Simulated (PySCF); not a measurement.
# Telling isomers of C$_{6}$H$_{11}$N$_{3}$OSi apart by NMR

No relativistic terms, equivalent nuclei averaged, no solvent model, single conformer. PBE0/pcSseg-1 with gauge-including orbitals; geometry: GFN2-xTB; PySCF.

Referencing at the same level of theory: 1H (σ = 31.72 ppm), 13C (σ = 186.93 ppm) vs TMS. Where no couplings were computed, multiplicities follow the n + 1 count of equivalent neighbours, and m marks all less simple cases (inequivalent or close neighbours, rings, F or P nearby). Shifts are as computed. Against solution values, carbons near 30 ppm lie about +3 ppm off and those near 130 ppm about +5 ppm. Of 1211 compounds with measured shifts, 218 miss one by over three times the rms of a fit or turn the order of signals round; such compounds aren't used in these exercises.

(1) Tabulate the signals of `CC(=O)c1cnnn1[SiH](C)C`, `CC(=O)c1cnn([SiH](C)C)n1`, `Cc1nnc(C=O)n1[SiH](C)C`, `Cc1nn([SiH](C)C)nc1C=O` and their relative energies.

(2) What is the quickest way to tell CC(=O)c1cnn([SiH](C)C)n1 from Cc1nn([SiH](C)C)nc1C=O?

(3) What is the quickest way to tell CC(=O)c1cnn([SiH](C)C)n1 from Cc1nnc(C=O)n1[SiH](C)C?

(4) What is the quickest way to tell Cc1nnc(C=O)n1[SiH](C)C from Cc1nn([SiH](C)C)nc1C=O?

Answers

(1) 
```json
{"SMILES": "CC(=O)c1cnnn1[SiH](C)C", "carbon types": "2×C 1×CH 3×CH3", "δC": "194.8, 147.1, 140.6, 29.3, -0.4", "δH": "8.22 (s, 1H), 5.62 (sept, 1H), 2.70 (s, 3H), 0.57 (d, 6H)", "E rel. (kcal/mol)": "11.8"}
{"SMILES": "CC(=O)c1cnn([SiH](C)C)n1", "carbon types": "2×C 1×CH 3×CH3", "δC": "197.0, 153.7, 143.5, 30.8, -0.8", "δH": "8.42 (s, 1H), 5.65 (sept, 1H), 2.74 (s, 3H), 0.56 (d, 6H)", "E rel. (kcal/mol)": "7.2"}
{"SMILES": "Cc1nnc(C=O)n1[SiH](C)C", "carbon types": "2×C 1×CH 3×CH3", "δC": "189.8, 164.2, 160.3, 15.5, -1.0", "δH": "10.05 (s, 1H), 5.32 (sept, 1H), 2.71 (s, 3H), 0.59 (d, 6H)", "E rel. (kcal/mol)": "0.0"}
{"SMILES": "Cc1nn([SiH](C)C)nc1C=O", "carbon types": "2×C 1×CH 3×CH3", "δC": "191.8, 156.5, 151.2, 15.2, -0.8", "δH": "10.56 (s, 1H), 5.61 (sept, 1H), 2.81 (s, 3H), 0.55 (d, 6H)", "E rel. (kcal/mol)": "9.0"}
```

Energies are electronic energies at PBE0/pcSseg-1 on these geometries, without zero-point or thermal terms, each for the one conformer computed, which needn't be the lowest.

(2) Both give the same number of carbon signals, with the same numbers of each carbon type, so the positions decide. The first has an aromatic CH next to a ring nitrogen at 143.5 ppm, the second an aldehyde carbonyl carbon (CH) at 191.8 ppm. Their most deshielded carbons lie at 197.0 and 191.8 ppm. In the proton spectra the most deshielded non-exchanging signals are 8.42 (s, 1H) and 10.56 (s, 1H).

(3) Both give the same number of carbon signals, with the same numbers of each carbon type, so the positions decide. The first has an aromatic CH next to a ring nitrogen at 143.5 ppm, the second an aldehyde carbonyl carbon (CH) at 189.8 ppm. Their most deshielded carbons lie at 197.0 and 189.8 ppm. In the proton spectra the most deshielded non-exchanging signals are 8.42 (s, 1H) and 10.05 (s, 1H).

(4) Both give the same number of carbon signals, with the same numbers of each carbon type, so the positions decide. The first has a substituted aromatic carbon next to a ring nitrogen (C) at 164.2 ppm, the second a substituted aromatic carbon next to a ring nitrogen (C) at 151.2 ppm. Their most deshielded carbons lie at 189.8 and 191.8 ppm. In the proton spectra the most deshielded non-exchanging signals are 10.05 (s, 1H) and 10.56 (s, 1H).
